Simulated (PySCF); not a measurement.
How the method moves the HOMO and LUMO of `C=C[C](=C)[AlH][F]`

Species: C₄H₆AlF.
Z-matrix (Å and degrees, PBE0-D3(BJ)/def2-SVP geometry), rows numbered from 1:
```
C 
C   1  1.3406
C   2  1.4645  1  125.23
C   3  1.3515  2  120.28  1   180.00
Al  3  1.9481  2  124.62  1    -1.10
F   5  1.6700  3  114.38  2   177.38
H   1  1.0952  2  121.72  3     0.13
H   1  1.0926  2  121.54  3   179.96
H   2  1.0995  1  118.50  3   179.85
H   4  1.0992  3  121.74  2    -0.05
H   4  1.0949  3  122.06  2   179.88
H   5  1.5795  3  129.32  2    -3.13
```

Basis pcSseg-1 throughout (PySCF), one geometry. One conformer (not necessarily the lowest) at the PBE0-D3(BJ)/def2-SVP geometry, without solvent, vibrations or thermal averaging.

How do the orbital energies, the gap and the dipole change with the method?

```csv
method,kind,HOMO (eV),LUMO (eV),gap (eV),μ (D),SCF cycles
BLYP,GGA,-5.91,-2.19,3.72,1.69,17
B97-D,GGA,-6.01,-2.23,3.78,1.71,18
KT3,GGA,-6.06,-2.27,3.78,1.69,17
OPBE,GGA,-6.07,-2.22,3.86,1.71,17
KT2,GGA,-6.09,-2.36,3.73,1.72,18
PBE,GGA,-6.11,-2.36,3.76,1.71,17
BP86,GGA,-6.21,-2.44,3.77,1.71,15
LDA,LDA,-6.32,-2.59,3.73,1.77,16
B97-2,global hybrid,-6.83,-1.50,5.33,1.78,14
B3LYP,global hybrid,-6.85,-1.68,5.17,1.76,14
PBE0,global hybrid,-7.08,-1.49,5.59,1.79,13
mPW1PW91,global hybrid,-7.10,-1.51,5.59,1.80,13
BHandHLYP,global hybrid,-7.86,-0.58,7.28,1.83,12
CAM-B3LYP,range-separated hybrid,-8.28,-0.45,7.83,1.75,13
wB97X-D,range-separated hybrid,-8.84,0.24,9.08,1.78,13
HF,Hartree–Fock,-9.02,1.53,10.54,1.88,10
LC-wPBE,range-separated hybrid,-9.63,0.63,10.26,1.72,13
```

The HOMO spans 3.72 eV, from BLYP down to LC-wPBE, and the gap runs from 3.72 eV (BLYP) to 10.54 eV (HF). Over the methods BLYP (0 %), B97-D (0 %), KT3 (0 %), OPBE (0 %), KT2 (0 %), PBE (0 %), BP86 (0 %), LDA (0 %), B97-2 (21 %), B3LYP (20 %), PBE0 (25 %), mPW1PW91 (25 %), BHandHLYP (50 %), HF (100 %), a straight line through the gap against the share of exact exchange rises by 0.68 eV for each 10 % (correlation coefficient 0.999). The dipole ranges from 1.69 D (BLYP) to 1.88 D (HF). This basis has no diffuse functions.
